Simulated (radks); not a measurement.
Problem. The mean radii <r> (bohr) of the occupied orbitals of an atom or ion are listed with their occupations. Method: Dirac Kohn-Sham, XLYP, spin-unpolarised, spherical densities, finite nucleus; Fermi nuclear charge, rms radius of each element as measured or else 0.836 A^(1/3) + 0.57 fm; computed with a radial shooting solver on a logarithmic mesh with Libxc functionals.

| orbital | occ. | <r> |
|---|---|---|
| 1s1/2 | 2 | 0.2706 |
| 2s1/2 | 2 | 1.571 |
| 2p1/2 | 2 | 1.806 |

Name the element and its charge. Open shells, if any, fill j = l - 1/2 first.

Solution. Z = 6, carbon, charge 0: C in [He] 2s2 2p2. The 1s radius gives Z: for a bare nucleus <r> = (2 gamma + 1)/(2Z) with gamma = sqrt(1 - (Z/c)^2), 0.2498 bohr for Z = 6, and screening makes it slightly larger (0.2706 here). The occupations add up to 6, and the charge is Z minus that.
